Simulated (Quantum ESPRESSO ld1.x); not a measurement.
Task: These are the eigenvalues of the occupied orbitals of an atom or ion with whole-number occupations (eV). Calculated with ld1.x of Quantum ESPRESSO 7.5: Dirac Kohn-Sham, BLYP, spin-unpolarised, spherical densities, point nucleus.

1s1/2: -194.156
2s1/2: -19.4036

Which element is it, and in what charge state? The configuration may be excited. Open shells, if any, are shared by 2j + 1.

Result: Z = 5, boron, charge +1: B+ in [He] 2s2. The 1s level, -7.1351 hartree, gives Z - s = 3.8 by -(Z - s)^2/2, which with screening and relativity narrows Z to a few neighbours, and the depths must fix Z and the occupations together.
